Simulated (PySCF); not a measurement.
Bond curve of TbC

Set-up: PySCF, spin-free X2C with a Gaussian nucleus, basis sets Tb x2c-TZVPall, C x2c-TZVPall. Energies in eV from Tb (4f9 6s2) + C in their ground configurations at the same level. State: decet, about 8.1 electrons in the 4f shell (Mulliken), real f orbitals that mix terms.

All columns are PBE0. A positive dipole means Tb(−)C(+).

```
R (Å)  E (eV)  μ (D)  Mulliken charge on Tb (basis-dependent)  HOMO (eV)  LUMO (eV)  Mayer bond order   ⟨S²⟩
1.726  -2.397  -2.94                                     0.46      -4.31      -3.01              2.37  24.76
1.806  -3.045  -3.51                                     0.48      -4.41      -2.67              2.32  24.76
1.887  -3.417  -4.03                                     0.49      -4.51      -2.39              2.27  24.76
1.947  -3.554  -4.40                                     0.49      -4.58      -2.21              2.23  24.76
2.007  -3.592  -4.74                                     0.49      -4.64      -2.14              2.19  24.76
2.067  -3.552  -5.05                                     0.49      -4.68      -2.23              2.16  24.76
2.147  -3.403  -5.43                                     0.48      -4.48      -2.34              2.12  24.76
2.248  -3.109  -5.84                                     0.47      -4.28      -2.46              2.07  24.77
2.368  -2.661  -6.22                                     0.46      -4.13      -2.57              2.02  24.79
2.529  -2.007  -6.55                                     0.46      -3.91      -2.68              1.94  24.81
```

A fit through these points gives, at Re = 2.004 Å, μ = -4.72 D and dμ/dR = -5.43 D/Å; the reduced mass is 11.16 u.

Q: How strong is the fundamental in the double-harmonic approximation, I = 42.26·(dμ/dR)²/μred km/mol?

A: I = 42.26·(-5.43)²/11.16 = 112 km/mol at PBE0.

Spin–orbit coupling is left out, which matters for elements this heavy, above all for dissociation energies. With d or f electrons several states lie close, and the lowest PBE0 determinant need not be the measured ground state.
